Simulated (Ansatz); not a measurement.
Consider the redistribution: `N#[C][Sn]([F])([F])[C]#N` + `[InH3]` → `N#[C][SnH]([F])[F]` + `N#[C][InH2]`.

Computed with Ansatz on PBE0-D4/def2-TZVP structures; ΔE is electronic, products minus reactants. CBS: MP2 limit from def2 TZ/QZ plus the TZ coupled-cluster correction, frozen cores. DFT in def2-TZVPP. Elements past krypton have def2 core potentials. For In, Sn outer-core shells are correlated without core-valence functions, which leaves a few kJ/mol of doubt a bond.

`N#[C][Sn]([F])([F])[C]#N`:

Cartesian coordinates in Å:
```
N -1.636 2.424 0.559
C -1.052 1.435 0.502
Sn 0.008 -0.338 0.367
F 1.234 -0.425 1.793
F -1.181 -1.778 0.600
C 1.032 -0.595 -1.413
N 1.594 -0.724 -2.409
```

`[InH3]`:

Cartesian coordinates in Å:
```
In 0.000 0.000 0.000
H 0.191 1.190 -1.233
H 0.829 -1.507 -0.121
H -1.020 0.317 1.353
```

`N#[C][SnH]([F])[F]`:

```xyz
6

N    -1.861    0.913    1.658
C    -1.052    0.514    0.943
Sn    0.449   -0.274   -0.275
F     1.435    1.219   -0.897
F    -0.437   -0.933   -1.814
H     1.466   -1.439    0.385
```

`N#[C][InH2]`:

```xyz
5

N     2.307    0.911   -0.165
C     1.236    0.488   -0.089
In   -0.746   -0.295    0.054
H    -1.591   -0.341   -1.425
H    -1.206   -0.763    1.626
```

| level | ΔE (kJ/mol) |
| --- | --- |
| LDA (SPW92) | -65.4 |
| BLYP-D4 | -62.9 |
| B97M-V | -58.0 |
| r2SCANh-D4 | -66.9 |
| BLYP | -66.8 |
| SCS-MP2/def2-TZVPP | -65.0 |
| CCSD(T)/def2-TZVPP | -63.9 |
| HF/def2-QZVPP | -72.9 |

Task: What does CCSD(T)/CBS give? (Estimate.)

Result: The calculation gave: -64.9 kJ/mol. The listed levels differ from it by -0.5, 2.0, 6.9, -2.0, -1.9, -0.1, 1.0, -8.0 kJ/mol.

Largest T1 diagnostic among the species: 0.015.

Leaving LDA and LC-ωPBE aside and taking each functional with its dispersion term where it has one, the values, not all of them listed here, spread over 11.2 kJ/mol, from BHLYP-D4 to B97M-V. At CCSD(T), def2-SVP lies +5.0 kJ/mol from the extrapolated value and def2-TZVPP +1.0 kJ/mol. From BLYP to BHLYP (50 % exact exchange), in def2-TZVPP and without D4, ΔE moves by −5.0 kJ/mol.
